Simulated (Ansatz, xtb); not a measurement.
# C2H3Sn−: which of two isomers lies lower

Structure X: `C#[C][SnH2-]`, a singlet. Structure Y: `C=[C]=[SnH-]`, a singlet. Both are isolated ions in the gas phase, relaxed with PBE0-D3(BJ)/def2-SVPD.

X (Å):

```xyz
6

C    -0.4219    1.3069    0.4238
C    -1.4948    0.8607    0.0264
Sn    1.3585    2.1818    1.4144
H    -2.4234    0.4652   -0.3403
H     1.8040    3.1460   -0.0353
H     2.4207    0.8237    0.9075
```

Y (Å):

```xyz
6

C    -0.0176    1.5456    0.3449
C     1.0862    2.0207   -0.2128
Sn   -1.8238    0.9790    1.0815
H    -1.1275   -0.3495    2.0894
H     1.4891    1.6393   -1.1695
H     1.6955    2.8214    0.2460
```

Energies in hartree; the thermal terms are from PBE0-D3(BJ)/def2-SVPD harmonic frequencies (ideal gas, rigid rotor, one conformer each, 400 K, 1 atm) and include the zero-point energy:

```
                               X           Y
E, CCSD(T)/def2-SVPD  −291.147848  −291.140604
    E, MP2/def2-SVPD  −291.096933  −291.087541
  E, MP2/def2-TZVPPD  −291.451118  −291.442453
   zero-point energy     0.028732     0.033114
        H(400 K) − E     0.037909     0.041503
        G(400 K) − E    −0.011820    −0.006660
```

Question: Correct the CCSD(T) difference for the basis set by the MP2 change, then work out ΔE, ΔE₀, ΔH and ΔG for X → Y in kcal/mol (1 Eh = 627.51 kcal/mol) and the equilibrium ratio [Y]/[X].

Answer: 1. Differences Y − X: CCSD(T) +0.007244, MP2 in the small set +0.009392, MP2 in the large set +0.008665 Eh.
2. ΔE = +0.007244 + (+0.008665 − (+0.009392)) = +0.006517 Eh = +4.09 kcal/mol.
3. ΔE₀ = ΔE + ΔZPE = +0.006517 + (+0.004382) Eh = +6.84 kcal/mol.
4. ΔH = ΔE + (+0.003594) Eh = +6.34 kcal/mol.
5. ΔG = ΔE + (+0.005160) Eh = +7.33 kcal/mol, so ΔS = (ΔH − ΔG)/T = −10.3 J/(mol K).
6. kT = 1.2667 mEh, so K = [Y]/[X] = exp(−ΔG/kT) = exp(−9.22) ≈ 9.9 × 10^−5.

Structure X is favoured at this temperature. An error of 1 kcal/mol in ΔG would change K by a factor of 3.5. r2SCAN-D4/def2-SVPD found them nearly level. Mirror images and further conformers aren't counted.

As drawn, Y has 1 C=C, 1 C=Sn, 1 C–H in place of 1 C≡C, 1 C–Sn, 1 Sn–H.

Other levels gave ΔE = +21.3 (GFN2-xTB); +29.8 (HF/STO-3G, GFN2-xTB geometries); −0.2 (r2SCAN-D4/def2-SVPD, GFN2-xTB geometries); +2.4 (PBE0-D3(BJ)/def2-SVPD); +15.1 (HF/def2-SVPD); +5.9 (MP2/def2-SVPD); +4.5 (CCSD(T)/def2-SVPD) kcal/mol. The correlated steps freeze 6 core orbitals; the filled d shell of Sn is correlated, in a basis made for valence electrons. Atoms past krypton carry core potentials in the def2 sets, without spin–orbit terms. Programs: Ansatz 0.2.0, xtb 6.7.1.
